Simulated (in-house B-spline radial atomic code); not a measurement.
Values are calculated unless marked as measured or tabulated.
Extrapolating the RPA correlation energy in partial waves: Zr7+

All-electron RPA on r2SCAN orbitals from an all-electron radial atomic-structure program (B-spline basis), scalar-relativistic (spin-free one-electron X2C), finite nucleus, configuration [Ar] 3d10 4s2 4p3, highest spin. With empty states up to angular momentum L the sums are:

| L | E_c(L) (hartree) |
| --- | --- |
| 4 | -2.186500 |
| 5 | -2.325484 |
| 6 | -2.393010 |
| 7 | -2.428630 |

For large l each further wave adds A/(l + 1/2)⁴, because the basis must build the cusp where two electrons meet.

Estimate the limit from L = 6 and L = 7.

Wave 7 adds -0.035620, against a sum of (l + 1/2)⁻⁴ of 3.16049e-04, so A = -112.7. The sum over l > 7 is ζ(4, 8.5) = 6.4602e-04, close to 1/(3 × 8³) = 6.5104e-04. The tail is -0.072809 and the limit -2.50144 hartree.

How good is the estimate?

A run to L = 11 sums to -2.47191 and extrapolates to -2.48806 hartree, 1.19 millihartree from the run before, so it has not settled and is itself too deep. The estimate differs from that by -13.38 millihartree, while the bare sum at L = 7 misses 59.4 millihartree (2.4 %).
